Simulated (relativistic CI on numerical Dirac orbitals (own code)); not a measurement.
Energy levels of Gd45+

Calculated at this level of theory: Dirac-Coulomb-Breit CI, separate exchange-only KLI orbitals for each configuration, model QED (radiative potential, 1s self-energy scaled to tabulated hydrogen-like ionisation energies), unscaled Slater integrals (own radial code, finite nucleus).

CI space (outside the closed core [Ne]): 3s2 3p6 3d, 3s2 3p5 3d2, 3s 3p6 3d2, 3s2 3p6 4s, 3s2 3p6 4p, 3s2 3p6 4d, 3s2 3p5 3d 4s, 3s2 3p6 4f, 3s2 3p5 3d 4p, 3s2 3p5 3d 4d, 3s 3p6 3d 4s, 3p6 3d2 4p, 3s2 3p5 3d 4f, 3s 3p6 3d 4p, 3s 3p6 3d 4d, 3s2 3p6 5s, 3s 3p6 3d 4f, 3s2 3p6 5p, 3s2 3p6 5d, 3s2 3p6 5f, 3s2 3p6 5g, 3p6 3d3, 3p5 3d4, 3p5 3d3 4s, 3p6 3d2 4s, 3p5 3d2 4s2, 3p6 3d2 4d, 3p5 3d3 4d, 3p5 3d2 4s 4d. Double excitations out of closed p, d and f shells are left out; levels of such configurations are missing from the list, as are those of other unlisted configurations, and high levels can miss mixing partners. These lack a partner that the ground configuration has and come out too high: 3s2 3p5 3d 4p, 3s2 3p5 3d 4f.

The lowest level is 3s2 3p6 3d 2D_3/2, with 100 % of that term; Hund's rules for 3s2 3p6 3d give 2D with J = 3/2, in agreement.

```tsv
No.	Configuration	Term	J	E (eV)	%	Lifetime (s)
1	3s2 3p6 3d	2D	3/2	0.000	100	
2	3s2 3p6 3d	2D	5/2	38.771	100	3.06e-06
3	3p5 3d2(3F)	4D°	1/2	208.509	87	2.96e-10
4	3p5 3d2(3F)	4D°	3/2	208.536	46	8.00e-10
5	3p5 3d2(3F)	4F°	5/2	214.367	36	4.69e-10
6	3p5 3d2(3F)	4G°	7/2	217.266	34	1.17e-07
7	3p5 3d2(3P)	4P°	3/2	234.289	29	4.33e-09
8	3p5 3d2(3F)	4D°	5/2	242.957	50	4.83e-08
9	3p5 3d2(3F)	4G°	9/2	247.114	71	3.42e-06
10	3p5 3d2(3F)	4F°	7/2	248.903	43	2.14e-10
11	3p5 3d2(3F)	4D°	3/2	252.312	42	8.41e-11
12	3p5 3d2(3P)	4P°	5/2	254.145	44	4.02e-10
13	3p5 3d2(1G)	2H°	11/2	255.787	57	2.94e-04
14	3p5 3d2(3F)	2G°	7/2	257.361	42	3.20e-09
15	3p5 3d2(3P)	4P°	1/2	262.650	34	3.34e-08
16	3p5 3d2(1D)	2F°	7/2	266.170	41	4.11e-07
17	3p5 3d2(3P)	4D°	5/2	268.009	45	2.16e-10
18	3p5 3d2(1G)	2G°	9/2	270.250	54	2.05e-05
19	3p5 3d2(3P)	2D°	3/2	270.505	31	2.15e-09
20	3p5 3d2(3P)	2D°	3/2	284.773	39	2.43e-12
21	3p5 3d2(3F)	4G°	11/2	287.331	57	1.97e-06
22	3p5 3d2(3F)	2D°	5/2	291.626	42	2.95e-12
23	3p5 3d2(1G)	2F°	5/2	293.476	64	2.95e-12
24	3p5 3d2(1G)	2G°	9/2	296.640	49	1.43e-06
25	3p5 3d2(1D)	2P°	1/2	297.467	72	1.90e-12
26	3p5 3d2(1D)	2F°	7/2	298.051	52	1.70e-11
27	3p5 3d2(3P)	2P°	1/2	305.736	53	4.77e-12
28	3p5 3d2(3F)	2F°	7/2	318.292	37	4.38e-12
29	3p5 3d2(1S)	2P°	3/2	324.432	54	3.52e-11
30	3p5 3d2(3F)	2D°	5/2	330.860	45	1.46e-12
31	3p5 3d2(1S)	2P°	3/2	334.252	54	1.87e-12
32	3p5 3d2(3F)	2F°	5/2	387.883	46	1.84e-12
33	3p5 3d2(3F)	4G°	7/2	419.006	47	1.74e-10
34	3p5 3d2(3F)	2D°	5/2	421.948	30	1.36e-11
35	3p5 3d2(3P)	2P°	1/2	423.774	55	5.98e-13
36	3p5 3d2(3F)	2D°	3/2	424.569	44	1.17e-12
37	3p5 3d2(3P)	4P°	1/2	428.822	44	5.46e-10
38	3p5 3d2(1G)	2H°	9/2	430.428	44	2.22e-08
39	3p5 3d2(3F)	2D°	3/2	431.513	52	4.17e-13
40	3p5 3d2(3F)	2F°	7/2	453.541	46	1.03e-12
41	3p5 3d2(3F)	2D°	5/2	458.237	52	4.29e-13
42	3p5 3d2(1G)	2F°	7/2	463.426	47	1.62e-12
43	3p5 3d2(3P)	2P°	3/2	464.092	52	5.29e-13
44	3p5 3d2(3F)	2G°	9/2	466.535	43	2.06e-08
45	3p5 3d2(3P)	2P°	3/2	469.041	35	3.33e-12
```

Energies count from the lowest computed level; ° marks odd parity; lifetimes are radiative, by E1, M1, E2, M2, E3 decay to levels of this space only. Percentages are summed over parent terms; the parents shown are those of the largest component, closed shells are left out there.

The mean weight of the leading LS term, summed over parents, in these 45 levels is 50 %, and that of the leading jj configuration (from the same eigenvectors) 88 %, so jj coupling describes them better and the LS labels are nominal.

At this charge energies of transitions that change n are usually good to better than 1 %, and those within a shell (Δn = 0) to a few per cent.

LS names give the leading component of a level, which can be under half, so a name can repeat, a term be missing and a line seem to break the LS rules.
